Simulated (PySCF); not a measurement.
Al(H)(Cl)(Et) (C2H6AlCl), SMILES C[CH2][AlH][Cl]. The structure is a stationary point at PBE0-D3(BJ)/def2-SVP. The structure was generated by enumeration; whether it is a known compound was not checked. Other conformers were not sampled.

Computed equilibrium geometry at PBE0-D3(BJ)/def2-SVP (PySCF confirms it by a frequency run) as a Z-matrix (one conformer of several):
```
C
H 1 1.1062
H 1 1.1063 2 104.08
C 1 1.5287 2 110.80 3 119.11
H 4 1.1019 1 111.96 2 62.62
H 4 1.1019 5 106.62 1 -122.77
H 4 1.1022 5 106.93 6 -114.11
Al 1 1.9527 2 107.22 3 -113.37
H 8 1.5842 1 125.46 2 -124.74
Cl 8 2.1149 9 116.25 1 179.98
```
Charge 0, spin multiplicity 1.
